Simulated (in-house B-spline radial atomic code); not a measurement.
**PBE hybrid excitations of I VI (I5+)**

Method: PBE hybrid with 0 exact exchange. Computed with an all-electron radial atomic-structure program (B-spline basis): linear response of the closed shell [Kr] 4d10 5s2 with the functional's adiabatic kernel; scalar-relativistic (spin-free one-electron X2C), finite nucleus, no spin-orbit coupling, no double excitations, S, P, D and F terms only; shells from n = 3 respond. Only terms of natural parity with L up to 3 were computed.

Command:
```bash
python run_td.py task.json out
```
Settings (radii: box in bohr, nucleus in fm):
```
Z                        53
electrons                48
configuration            [Kr] 4d10 5s2
hamiltonian              x2c
method                   pbeh
box_radius               16.35
exact_exchange_fraction  0
rms_radius               4.75
intervals                70
```

Run time, properties included: 1.1 s on 1 thread of AMD EPYC 9R14 (Zen 4), on a shared host.

The lowest states, in the order of their Tamm-Dancoff energies; the method's threshold (minus the highest occupied level) is 68.97 eV. Labels give the largest channel, * marks a mixed state, and oscillator strengths are full-response dipole values. Semilocal kernels can invert the small singlet-triplet splittings of Rydberg terms. Energies in eV:

| state | full response | Tamm-Dancoff | oscillator strength |
| --- | --- | --- | --- |
| 5s → 5p 3P | 12.073 | 12.165 | - |
| 5s → 5p 1P | 16.030 | 16.639 | 1.58 |
| 5s → 5d 3D | ? | ? | - |
| 5s → 5d 1D | 31.96 | 31.98 | - |
| 5s → 4f 3F | 32.82 | 32.87 | - |
| 5s → 4f 1F | 33.91 | 33.92 | - |
| 5s → 6s 3S | ? | ? | - |
| 5s → 6s 1S | 37.27 | 37.30 | - |
| 5s → 6p 3P | 41.38 | 41.39 | - |
| 5s → 6p 1P | 41.74 | 41.78 | 0.0796 |

Where does 5s → 5d 3D lie?

At 30.72 eV in full response, 30.75 eV in Tamm-Dancoff.

Where does 5s → 6s 3S lie?

At 36.42 eV in full response, 36.43 eV in Tamm-Dancoff.

How large is the singlet-triplet splitting of 5s → 5p (P terms) in Tamm-Dancoff?

4.47 eV, from the unrounded values.

What polarisabilities and dispersion coefficient does the method give?

Dipole 5.811 bohr³, quadrupole 11.06 bohr⁵, C6 21.35 hartree·bohr⁶ for two such species.
